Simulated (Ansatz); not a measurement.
A structure relaxed at PBE0-D4/def2-TZVP, charge 0, multiplicity 1:

```csv
atom,x (Å),y (Å),z (Å)
C1,-2.138,-1.246,-0.373
Zn2,-0.468,-0.391,-0.837
S3,1.403,0.562,-1.411
Si4,2.026,1.204,0.517
H5,-2.659,-0.671,0.395
H6,-1.960,-2.253,0.008
H7,-2.787,-1.317,-1.249
H8,2.242,0.062,1.446
H9,1.034,2.115,1.153
H10,3.307,1.935,0.351
```

Give its formula and SMILES.

CH6SSiZn, `[CH3][Zn][S][SiH3]`.

Summarise the bond lengths by kind.

1 × C–Zn 1.932 Å; 3 × C–H 1.092 Å; 1 × S–Zn 2.177 Å; 1 × S–Si 2.126 Å; 3 × H–Si 1.484 to 1.488 Å.

Results of the Gaussian-basis code of Ansatz.
